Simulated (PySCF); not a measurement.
Isomers of C3H4S3. All species are isolated molecules in the gas phase. One relaxed conformer stands for each flexible species; it need not be the lowest. Strings in code marks are SMILES.

Calculation: PBE-D3(BJ)/def2-TZVP run with PySCF. All candidates: neutral, multiplicity 1. Excitations are Tamm–Dancoff values on a coarser integration grid. The basis has no diffuse functions, so Rydberg states are missing or too high.

```json
{
  "HOMO": "-5.70 eV",
  "T1 excitation (TDA)": "0.68 eV",
  "HOMO–LUMO gap": "0.88 eV"
}
```

### Question
Identify which member has these values.
(A) `C1=CSSCS1`
(B) `CSC(S)=C=S`
(C) `S=CC(=S)CS`
(D) `S=C=CC(S)S`

### Answer
C, `S=CC(=S)CS`. The others give `C1=CSSCS1`: -5.05 eV, 2.66 eV, 2.94 eV; `CSC(S)=C=S`: -5.40 eV, 1.90 eV, 2.10 eV; `S=C=CC(S)S`: -5.27 eV, 1.70 eV, 1.87 eV
